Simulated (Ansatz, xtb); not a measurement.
## Two structures of GaH4Si2−

Structure a is a singlet given by its coordinates and structure b is a singlet given by its coordinates. Both are isolated ions in the gas phase, relaxed with r2SCAN-D4/def2-SVPD.

a (Å):

```yaml
atoms:
  - { symbol: Ga, position_ang: [-1.5957, -0.9515, 0.7488] }
  - { symbol: Si, position_ang: [-1.4851, 1.3183, 0.8731] }
  - { symbol: Si, position_ang: [-0.0684, 0.1089, 2.2946] }
  - { symbol: H, position_ang: [-1.0014, 2.2879, -0.1992] }
  - { symbol: H, position_ang: [-0.0813, 0.4855, 3.7652] }
  - { symbol: H, position_ang: [1.3999, -0.1968, 2.0426] }
  - { symbol: H, position_ang: [-2.1811, -2.3787, 0.4113] }
```

Close contacts (Å): Ga1–Si2 2.28, Ga1–Si3 2.42, Si2–Si3 2.34, Ga1–H7 1.58, Si2–H4 1.52, Si3–H5 1.52, Si3–H6 1.52.

b (Å):

```xyz
7

Ga   -0.7475    0.1128    1.5705
Si   -1.8528    2.1826    1.2846
Si    0.2198   -1.8207    2.5263
H    -3.2142    1.4894    1.1110
H    -1.5041    2.3090   -0.2041
H     1.5957   -1.1428    2.6326
H     0.4498   -2.5258    1.1833
```

Close contacts (Å): Ga1–Si2 2.36, Ga1–Si3 2.36, Si2–H4 1.54, Si2–H5 1.53, Si3–H6 1.54, Si3–H7 1.53.

Energies in hartree; the thermal terms are from r2SCAN-D4/def2-SVPD harmonic frequencies (ideal gas, rigid rotor, one conformer each, 298.15 K, 1 atm) and include the zero-point energy:

```
                                a            b
E, CCSD(T)/def2-SVPD  −2503.456197  −2503.464244
    E, MP2/def2-SVPD  −2503.402574  −2503.405307
  E, MP2/def2-TZVPPD  −2503.905261  −2503.903879
   zero-point energy      0.029647      0.027998
        H(298 K) − E      0.036635      0.036245
        G(298 K) − E     −0.000159     −0.003339
```

**Question.** Correct the CCSD(T) difference for the basis set by the MP2 change, then work out ΔE, ΔE₀, ΔH and ΔG for a → b in kJ/mol (1 Eh = 2625.50 kJ/mol) and the equilibrium ratio [b]/[a].

**Answer.** 1. Differences b − a: CCSD(T) −0.008047, MP2 in the small set −0.002733, MP2 in the large set +0.001382 Eh.
2. ΔE = −0.008047 + (+0.001382 − (−0.002733)) = −0.003932 Eh = −10.32 kJ/mol.
3. ΔE₀ = ΔE + ΔZPE = −0.003932 + (−0.001649) Eh = −14.65 kJ/mol.
4. ΔH = ΔE + (−0.000390) Eh = −11.35 kJ/mol.
5. ΔG = ΔE + (−0.003180) Eh = −18.67 kJ/mol, so ΔS = (ΔH − ΔG)/T = +24.6 J/(mol K).
6. kT = 0.9442 mEh, so K = [b]/[a] = exp(−ΔG/kT) = exp(+7.53) ≈ 1.9 × 10^3.

Structure b is favoured at this temperature. An error of 4 kJ/mol in ΔG would change K by a factor of 5. Large T1 diagnostics make the coupled-cluster value less sure. Mirror images and further conformers aren't counted.

Other levels gave ΔE = −10.7 (r2SCAN-D4/def2-SVPD); −31.0 (HF/def2-SVPD); −7.2 (MP2/def2-SVPD); −21.1 (CCSD(T)/def2-SVPD) kJ/mol. The correlated steps freeze 19 core orbitals; the filled d shell of Ga is correlated, in a basis made for valence electrons. Programs: Ansatz 0.2.0.
